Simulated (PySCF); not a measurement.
Compound: silole, C4H6Si.
Z-matrix (Å and degrees, GFN2-xTB geometry), rows numbered from 1:
```
C 
C   1  1.3381
Si  2  1.8869  1  109.40
C   3  1.8868  2   88.76  1    -0.01
C   4  1.3381  3  109.39  2     0.00
H   1  1.0818  2  124.29  3   179.94
H   2  1.0773  1  122.29  3   179.97
H   3  1.4637  2  113.42  1  -115.13
H   3  1.4638  2  113.49  1   115.12
H   4  1.0773  3  128.32  2   179.97
H   5  1.0818  1  119.48  2   179.99
```

A calculation gives these core lines: C 1s: 289.45 (area 2), 290.43 (area 2) eV; Si 1s: 1846.29 eV; Si 2p3/2: 106.54 eV.

Method used: delta-SCF UKS SCAN, pcX-2 on the ionised atom, pcseg-1 elsewhere, spin-free X2C in PySCF 2.14.0. Isolated species at its GFN2-xTB geometry, gas phase.

Task: Assign the C 1s lines to atoms.

Result: 289.45 eV: C2/C4 (alkene CH carbon); 290.43 eV: C1/C5 (alkene CH carbon). The listed C 1s values span 0.98 eV, from C2/C4 (bonded to C (double bond), H and Si) to C1/C5 (bonded to C (double bond), C and H). Summing the Pauling electronegativity differences to the bonded atoms, each weighted by its formal bond order, gives -1.00 for the lowest site and -0.35 for the highest.

Bonded neighbours of each site: C1/C5: C (double bond), C and H; C2/C4: C (double bond), H and Si; Si3: 2 C and 2 H.

Task: Which photon wavelength matches the Si 2p3/2 of Si3 threshold?

Result: λ = hc/E = 12398.42 eV Å / 106.54 eV = 116.373 Å.

Atoms equivalent by their bonding share one computed value, that of the first of them. The unrestricted hole states depart most from a pure doublet (⟨S²⟩ = 0.75; over 0.85 named) for C 1s of C1/C5 (0.94), which makes this value less certain. Spin–orbit coupling isn't in the SCF: each 2p doublet comes from a relaxed spin-free hole plus a matrix of the shell (mean-field spin–orbit coupling and the ground-state 2p splitting), with 2p3/2 averaged over its two sublevels. 2p1/2 minus 2p3/2 (ligand field included): Si 0.62 eV.
